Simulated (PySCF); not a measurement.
F₄S, SMILES FS(F)(F)F (connectivity only; charge and spin as stated), charge +1, multiplicity 2.

The structure is a stationary point at PBE0-D3(BJ)/def2-SVP. The multiplicity is an assumed one; other spin states were not compared.

Level of theory: r2SCAN/def2-TZVP in PySCF.

The molecule is in vacuum.

Computed frontier levels, dipole moment and polarisability:
```json
{
  "α spin, highest occupied and lowest empty level": "-16.22 and -10.54 eV",
  "β spin, highest occupied and lowest empty level": "-18.68 and -13.80 eV",
  "dipole_moment_about_the_centre_of_nuclear_charge": "0.154 e·Å",
  "mean_static_polarisability": "22.7 bohr³ (3.37 Å³)",
  "polarisability_principal_values": "17.8, 21.3, 29.1 bohr³",
  "⟨S²⟩": "0.756 (pure state 0.75)"
}
```
